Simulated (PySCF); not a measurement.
**ZnSe and its ions**

PBE0; basis Zn def2-TZVPPD, Se def2-TZVPPD; no relativity; PySCF 2.14. Neutral (UKS): singlet (closed shell), Re = 2.178 Å, ωe = 331 cm⁻¹, De = 1.25 eV, HOMO -6.28 eV, LUMO -4.13 eV.

ZnSe⁺ (UKS): doublet (π ↑), Re = 2.278 Å, ωe = 289 cm⁻¹, De = 2.12 eV to Zn⁺ + Se. The energies at the minima are -4180.39560 hartree for ZnSe and -4180.09324 for ZnSe⁺.

(1) Work out the adiabatic ionisation energy, without and with harmonic zero-point energies (1 hartree = 27.2114 eV, 1 eV = 8065.5 cm⁻¹), and the change of the bond length.

ZnSe⁻ (UKS): doublet (σ ↑), Re = 2.266 Å, ωe = 282 cm⁻¹, De = 1.56 eV to Zn + Se⁻. The energies at the minima are -4180.39560 hartree for ZnSe and -4180.48277 for ZnSe⁻.

(2) Work out the adiabatic electron affinity, without and with harmonic zero-point energies (1 hartree = 27.2114 eV, 1 eV = 8065.5 cm⁻¹), and the change of the bond length.

Spin–orbit coupling is left out. For an ion De counts to the pair picked by the measured ionisation energies or electron affinities, which need not be the lowest pair at this level. States were picked by a PBE0 search and need not be the measured ground states.

Answers

(1) At PBE0: 0.30236 hartree = 8.228 eV between the minima; the zero-point term (289.0 − 331.0)/2 cm⁻¹ = -0.003 eV makes it 8.225 eV. Re changes by +10.0 pm against the neutral. Minus the HOMO energy is 6.28 eV, -1.95 eV from the value between the minima; self-interaction puts the Kohn–Sham level too high, less so with exact exchange. The electron leaves a π orbital; in so polar a molecule the change of length follows mostly from the change of the ionic charges.

(2) At PBE0: 0.08717 hartree = 2.372 eV between the minima; the zero-point term (331.0 − 282.0)/2 cm⁻¹ = +0.003 eV makes it 2.375 eV. Re changes by +8.8 pm against the neutral. The electron enters a σ orbital; the charge polarises the partner, so the anion is bound more strongly.
